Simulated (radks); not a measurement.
Results of a calculation; reference values are marked as such.
Spherical jellium clusters: N electrons in a uniform positive sphere of charge N and radius rs N^(1/3), rs = 2.23 bohr. Level of theory: non-relativistic Kohn-Sham, exchange-only LDA, spin-polarised, spherical densities (a radial shooting solver with Libxc functionals). Levels are named by radial order and angular momentum (1s, 1p, 1d, 2s, ...), and open shells are averaged over m.

N = 26, configuration 1s2 1p6 1d10 2s2 1f(up 6, down 0). This is the lowest configuration that the search found. Occupied and some empty levels:

level,occupation,eigenvalue (eV),<r> (bohr)
1s up,1,-10.497,3.968
1s down,1,-10.087,3.691
1p up,3,-8.2614,4.835
1p down,3,-7.5116,4.645
1d up,5,-5.6001,5.508
2s up,1,-4.7226,4.909
1d down,5,-4.6358,5.401
2s down,1,-4.0908,4.960
1f up,6,-2.6660,6.215
2p up,0,-1.8927,6.670
1f down,0,-1.5988,6.235
2p down,0,-1.2337,6.867
2d up,0,-0.050544,11.38

Energy (eV): total 10.6745, kinetic 129.24, external -3221.3, Hartree 1558.1, exchange-correlation -125.94, background 1670.7.

Electron density:

r (bohr),n(r) (e/bohr^3)
0.223,0.02677
1.06,0.02419
1.90,0.02071
2.74,0.01961
3.58,0.02116
4.42,0.02207
5.26,0.01888
6.10,0.01209
6.94,0.005785
7.78,0.002329
8.62,0.0008691
9.46,0.0003152
10.3,0.0001140
11.2,0.00004055
